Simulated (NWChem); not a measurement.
**Correlation energy of BeF₂**

```
Be
F 1 1.3865
F 1 1.3865 2 180.00
```
Charge 0, spin multiplicity 1.

All runs are NWChem calculations. Structure: optimised with B3LYP/def2-SVP, a minimum by its harmonic frequencies.

Basis set: cc-pVTZ. Each correlation energy counts from its own Hartree-Fock reference.

The correlated methods keep 3 core orbitals frozen. The structure started from a generated list of species. Coupled-cluster values serve here as a point of comparison, not as the truth.

```
method        correlation energy (mHa)
------------  ------------------------
MP2                             -555.1
SCS-MP2                            [?]
CR-CCSD[T]                         [?]
CR-CCSD(T)                      -565.7
CCSD                               [?]
CCSD+T(CCSD)                    -569.5
CCSD(T)                            [?]
```

Question: Complete the blanks.

Answer: 
- SCS-MP2, correlation energy (mHa): -539.2
- CR-CCSD[T], correlation energy (mHa): -566.6
- CCSD, correlation energy (mHa): -552.8
- CCSD(T), correlation energy (mHa): -568.3
